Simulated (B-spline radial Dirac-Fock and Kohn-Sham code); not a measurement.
**Elastic and transport cross sections of tungsten for electrons**

Calculated with an atomic code on a B-spline grid, using relativistic (Dirac) partial waves in the static field of the Dirac-Fock atom with Furness-McCarthy exchange, without polarisation or absorption potentials. σ_tr1 and σ_tr2 weight the cross section with 1 − P₁ and 1 − P₂ of cos θ; "backward" is the share scattered beyond 90°.

```
energy (eV)  σ (a₀²)  σ_tr1 (a₀²)  σ_tr2 (a₀²)  σ/σ_tr1  backward (%)
      14300     2.48       0.0889        0.155     27.9          0.98
      14500        ?            ?            ?        ?             ?
      15000     2.41       0.0828        0.146     29.1          0.93
      19200     2.08       0.0574        0.106     36.2          0.69
      20000     2.03       0.0540        0.100     37.5          0.66
      24000     1.81       0.0410       0.0786     44.2          0.53
      25300     1.76       0.0379       0.0732     46.3          0.49
      28400     1.63       0.0318       0.0625     51.4          0.43
      30000     1.58       0.0293       0.0580     54.0          0.40
      30200     1.57       0.0290       0.0574     54.3          0.40
      35000     1.44       0.0231       0.0468     62.1          0.33
      48300     1.17       0.0141       0.0297     83.2          0.22
      50000     1.15       0.0134       0.0283     85.9          0.21
      63200    0.991      0.00931       0.0202      106          0.16
      77300    0.875      0.00681       0.0151      128          0.12
      91600    0.789      0.00524       0.0118      151         0.096
     100000    0.748      0.00457       0.0104      164         0.086
     116000    0.685      0.00363      0.00836      189         0.071
     149000    0.595      0.00247      0.00580      241         0.050
     200000    0.509      0.00157      0.00377      324         0.034
     300000    0.423     0.000851      0.00209      497         0.019
```

Q: Fill in the row for 14.5 keV.

A: σ = 2.46 a₀², σ_tr1 = 0.0871 a₀², σ_tr2 = 0.152 a₀², σ/σ_tr1 = 28.2, backward 0.96 %. The ratio σ/σ_tr1 is roughly the number of elastic collisions that randomise the direction.
